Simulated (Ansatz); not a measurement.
Species: C5H11O, net charge 0, doublet state. It need not be the lowest isomer of its formula. SMILES: OCCC(C)[CH2]
Geometry from a B3LYP-D3(BJ)/def2-TZVP (Ansatz, an electronic-structure program) optimisation:
```xyz
17

C     -2.0302     0.9116     0.8425
C     -0.9383    -0.0726     0.6136
C     -1.4677    -1.3413    -0.0686
C      0.2289     0.5723    -0.1507
C      1.4628    -0.3031    -0.2550
O      2.4976     0.4735    -0.8560
H     -1.8120     1.9653     0.9549
H     -3.0438     0.5800     1.0247
H     -0.5444    -0.3781     1.5999
H     -2.3211    -1.7458     0.4785
H     -1.7958    -1.1195    -1.0868
H     -0.7075    -2.1216    -0.1187
H     -0.1002     0.8484    -1.1564
H      0.5188     1.4986     0.3522
H      1.7639    -0.6396     0.7465
H      1.2561    -1.1937    -0.8587
H      3.2725    -0.0837    -0.9784
```
Charge 0, spin multiplicity 2.

Wanted: atomisation energy (electronic, to ground-state atoms), in kcal/mol. Cores are frozen in the correlated levels unless marked. Open shells are spin-unrestricted. No spin-orbit coupling. Non-relativistic. The coupled-cluster limit lacks core correlation, which all-electron functionals hold. CBS marks a two-point X^-3 extrapolation of the correlation energy; Hartree-Fock from the larger set. [CCSD(T)-MP2]/basis is that difference in the basis named.

| level | program | atomisation energy (kcal/mol) |
|---|---|---|
| HF/cc-pVDZ | Ansatz | 1163.4 |
| revPBE-D4/def2-TZVPD | Ansatz + dftd4 | 1580.3 |

### Question
What does RI-MP2/CBS(cc-pVTZ,cc-pVQZ)+[CCSD(T)-MP2]/cc-pVTZ (Ansatz) give?

### Answer
1584.6 kcal/mol, so revPBE-D4/def2-TZVPD differs from it by -4.3 kcal/mol.
